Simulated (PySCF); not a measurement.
Start geometry of `F[SiH](F)O[C@H]1CO1` from a GFN2-xTB structure with every atom displaced at random (by about 0.01 Å) (Å):
```
atom  x, y, z in Å
F1     2.738    1.344   -0.040
Si2    1.672    0.248   -0.475
F3     1.240    0.652   -1.969
O4     0.501    0.552    0.547
C5    -0.730   -0.102    0.639
C6    -1.632   -0.211   -0.501
O7    -0.866   -1.302   -0.003
H8     2.256   -1.061   -0.483
H9    -1.128   -0.029    1.678
H10   -2.699   -0.287   -0.330
H11   -1.313    0.171   -1.446
```

Question: What comes out of this run: PBE0-D3(BJ)/def2-SVP geometry optimisation, gas phase in PySCF?

Answer: 
```
atom  x, y, z in Å
F1     2.767    1.387   -0.159
Si2    1.669    0.252   -0.436
F3     1.135    0.471   -1.940
O4     0.453    0.568    0.635
C5    -0.738   -0.114    0.648
C6    -1.616   -0.145   -0.519
O7    -0.798   -1.258   -0.145
H8     2.291   -1.070   -0.308
H9    -1.136   -0.206    1.666
H10   -2.695   -0.300   -0.405
H11   -1.294    0.382   -1.424
```

The energy falls by 4.5 kcal/mol over 6 energy and gradient evaluations, the largest force component goes from 0.0529 to 3.7e-04 Eh/bohr, and the atoms move by 0.139 Å rms after alignment. The bond that changes most is Si2–O4 (fluorine-bound silicon to silyl ether oxygen), which lengthens by 0.067 Å. Bonds longer at the end by more than 0.005 Å: 7 of 11; shorter: 2. Among the angles that change most is F1–Si2–O4, from 100.8° to 104.9°. Rotational constants go from 4833, 1488, 1290 to 4803, 1526, 1316 MHz. The orientation of the end geometry is arbitrary; only internal coordinates are fixed.

The run used 122 basis functions and 41 SCF cycles in all. Hardware: one thread of an Intel Xeon at 2.50 GHz, no GPU, shared host. Cost: 97 s of wall time, 0.52 GiB resident at most.

Stationary, but not proved a minimum. The numbers are those of one conformer.
